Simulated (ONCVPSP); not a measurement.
vanadium, ONCV: configuration errors across variants

- Element: vanadium
- Generator: ONCVPSP 4.0.1
- Type: optimised norm-conserving Vanderbilt (ONCV)
- Functional: PBE
- Relativity: scalar-relativistic
- Frozen core: [Ne]
- Valence charge: 13
- Reference configuration: 3s2 3p6 3d3 4s1 (charge +1)
- Partial waves: 3s+4s: rc 1.85 bohr, ncon 4, nbas 9, qcut 7.1 1/bohr, 2 projectors; 3p: rc 1.00 bohr, ncon 4, nbas 7, qcut 9 1/bohr, 2 projectors, debl 3 Ha; 3d: rc 1.20 bohr, ncon 4, nbas 9, qcut 13.9 1/bohr, 2 projectors, debl 0.6 Ha
- Local potential: polynomial inside 0.70 bohr (lpopt 3, dvloc0 3 Ha)
- Core correction: Teter function fitted to the true core (icmod 2), fcfact 0.65

All-electron excitation energies from the reference (eV): (1) 3s2 3p6 3d3 4s2 -7.735; (2) 3s2 3p6 3d3 4s0 14.296; (3) 3s2 3p6 3d2 4s0 43.193; (4) 3s1 3p6 3d3 4s2 69.694.

1 further variants failed, have other tests or too few solved ones, and are left out.

Errors AE − PS in meV (a dash: test not solved or not reliable):

```tsv
change	(1)	(2)	(3)	(4)	bound ghosts	GHOST(+) flags above zero
base	+0.7	-1.3	+4.6	-272	none	none
s: qcut 4.6; p: qcut 5.8; d: qcut 9	+0.7	-1.7	+13	-307	none	none
s: qcut 5.8; p: qcut 7.4; d: qcut 11.4	+0.7	-1.5	+8.0	-316	none	none
s: qcut 6.8; p: qcut 8.6; d: qcut 13.3	+0.7	-1.3	+5.3	-286	none	none
s: qcut 8.1; p: qcut 10.2; d: qcut 15.8	+0.8	-1.1	+2.7	-233	none	none
```

(1) Give the same row for: s: qcut 8.9; p: qcut 11.3; d: qcut 17.4.

## Answers

(1) +0.8, -1.1, +1.8, -205; bound ghosts: none; GHOST(+) flags above zero: none.
